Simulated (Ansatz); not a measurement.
Input file for Ansatz (a quantum-chemistry and plane-wave program): R-r2SCAN/def2-TZVPP on CH6BNO (SMILES CNBO), a point of a torsion scan.

Ansatz 0.2 input:
```yaml
crystal:
  periodic: [false, false, false]
  atoms:
    - {symbol: C, position_ang: [-1.14297174, 0.60430593, -0.00096022]}
    - {symbol: N, position_ang: [-0.39483629, -0.62847225, 0.11024425]}
    - {symbol: B, position_ang: [0.82955604, -0.78368562, 0.75908586]}
    - {symbol: O, position_ang: [1.43409779, 0.32447985, 1.27372621]}
    - {symbol: H, position_ang: [-0.46265275, 1.43326628, 0.17704835]}
    - {symbol: H, position_ang: [-1.95664532, 0.64744841, 0.73027597]}
    - {symbol: H, position_ang: [-1.56928950, 0.70533916, -1.00197287]}
    - {symbol: H, position_ang: [-0.89464001, -1.43167246, -0.23497934]}
    - {symbol: H, position_ang: [1.30955208, -1.86043625, 0.82146766]}
    - {symbol: H, position_ang: [2.28155518, 0.16276616, 1.68088700]}
basis:
  gaussian:
    orbitals: def2-TZVPP
hamiltonian:
  xc: {name: r2SCAN}
scf: {lower_state_search: off}
```

Program output:

```
WARN ansatz: RAYON_NUM_THREADS=1 ignored (pool sized by the plan → 1); use --threads N
Functional definition: r2SCAN
these checks for a lower state are left out or cut short: stability, starts, cluster_reference, orbital_swaps, neighbouring_geometries, increment
integrals: 0.10 GiB planned
1009 factors; their error is unknown
mean field: 0.84 GiB planned
mean field evaluation 1: about -5337.7853 eV, gradient 7.9e1 eV
mean field evaluation 2: about -5317.6961 eV, gradient 1.2e2 eV
mean field evaluation 4: about -5349.6374 eV, gradient 5.6e0 eV
mean field evaluation 8: about -5349.7057 eV, gradient 2.3e-1 eV
mean field evaluation 16: about -5349.6890 eV, gradient 1.1e-4 eV
mean field -5349.68902909 eV, -196.5974456696 hartree, gradient 2.7e-6 eV, S^2 0.000000; 0 other end points of the search recorded, 0 dependent functions left out
reference -5349.68904143 eV, -196.5974461230 hartree; 16, 16 occupied and 192, 192 virtual orbitals, 1009 factors
Total energy: -5349.68904143 eV, -196.5974461230 hartree
Checks for a lower state left out: stability, starts, cluster_reference, orbital_swaps, neighbouring_geometries, increment
```

The run converged.

Cost: very roughly 6 core-seconds.
